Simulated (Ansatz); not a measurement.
Basis sets compared for ZrH2Cl2. Total charge 0; singlet. Geometry PBE-D4/def2-TZVP. Ansatz on 4 threads of Arm Neoverse V2 on a shared host; times are rough, and most runs start from earlier orbitals.

Cartesian coordinates in Å:
```
Zr 0.013 -0.044 0.059
H 1.680 -0.421 0.756
H -1.298 -0.899 1.038
Cl -0.058 -0.882 -2.107
Cl -0.336 2.246 0.254
```

In the def2 sets Zr takes a core potential; there is no spin–orbit coupling.

Binding counts from free atoms (Zr triplet, H doublet, Cl doublet) in the same basis, without a counterpoise term.

| level | functions | energy (Eh) | HOMO (eV) | LUMO (eV) | binding per atom (eV) | wall time |
| --- | --- | --- | --- | --- | --- | --- |
| PBE-D4/def2-SVP | 77 | -968.1108 | -7.38 | -3.63 | – | 0.55 s |
| PBE-D4/def2-TZVP | 126 | -968.4392 | -7.43 | -3.69 | – | 0.8 s |
| r2SCAN-D4/def2-TZVP | 126 | -968.7679 | -7.83 | -3.52 | – | 1.8 s |
| PBE0-D4/def2-SVP | 77 | -968.1629 | -8.83 | -2.77 | 3.35 | 0.75 s |
| PBE0-D4/def2-TZVP (with forces) | 126 | -968.4877 | -8.84 | -2.79 | 3.31 | 1.6 s |

Estimate the rows for PBE-D4/def2-TZVPD, r2SCAN-D4/def2-TZVPD, PBE0-D4/def2-TZVPD.


| level | functions | energy (Eh) | HOMO (eV) | LUMO (eV) | binding per atom (eV) | wall time |
| --- | --- | --- | --- | --- | --- | --- |
| PBE-D4/def2-TZVPD | 150 | -968.4401 | -7.44 | -3.70 | – | 1 s |
| r2SCAN-D4/def2-TZVPD | 150 | -968.7688 | -7.82 | -3.52 | – | 2.2 s |
| PBE0-D4/def2-TZVPD | 150 | -968.4886 | -8.84 | -2.80 | 3.31 | 1.1 s |
